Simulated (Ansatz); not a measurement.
Cl2F2Ga2H2, SMILES `[F][Ga@H-]1[Cl+][Ga@@H-]([F])[Cl+]1`, relaxed with RKS PBE0-D4/def2-TZVP in Ansatz 0.2.0 from a GFN2-xTB geometry. The force threshold is 0.005 eV/Å; the program also tests the step.

Charge 0, multiplicity 1.

Start:

```xyz
8

F     1.925    1.055   -1.994
Ga    1.471    0.156   -0.576
Cl   -0.265   -1.253   -1.002
Ga   -1.432   -0.213    0.651
F    -2.933    0.441    0.061
Cl    0.170    1.394    0.820
H     2.629   -0.524    0.134
H    -1.565   -1.056    1.907
```

Q: By how much does the energy fall, and how many steps does the optimiser take? (Best estimate.)

A: Computed: 0.20 eV, in 10 steps.

Q: Which bonds change most? (Estimate.)

A: Computed: Cl3–Ga4 from 2.275 to 2.332 Å; Ga2–Cl6 from 2.275 to 2.332 Å; Ga4–Cl6 from 2.275 to 2.332 Å; Ga2–Cl3 from 2.275 to 2.332 Å.

Q: Give the relaxed structure. (Estimate.)

A: The calculation gave: 
```xyz
8

F     1.482    1.137   -2.006
Ga    1.531    0.144   -0.574
Cl   -0.189   -1.403   -0.867
Ga   -1.468   -0.237    0.694
F    -2.660    0.612   -0.254
Cl    0.256    1.303    0.996
H     2.790   -0.491    0.047
H    -1.743   -1.066    1.964
```
